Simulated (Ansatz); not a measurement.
A structure relaxed at PBE0-D4/def2-TZVP, charge 0, multiplicity 1:

Cartesian coordinates in Å:
```
C 2.316 0.083 -1.083
C 1.062 0.523 -1.148
In -0.315 -0.130 0.316
C -2.317 -0.039 1.029
F 0.750 -1.327 1.482
H 2.643 -0.598 -0.302
H 3.069 0.385 -1.808
H 0.779 1.204 -1.947
H -2.954 -0.676 0.414
H -2.703 0.980 0.992
H -2.331 -0.404 2.055
```

Give its formula and SMILES.

C3H6FIn, `C=[CH][In]([CH3])[F]`.

Summarise the bond lengths by kind.

1 × C–C 1.331 Å; 6 × C–H 1.086 to 1.091 Å; 2 × C–In 2.114 to 2.127 Å; 1 × F–In 1.981 Å.

All numbers were calculated with Ansatz.
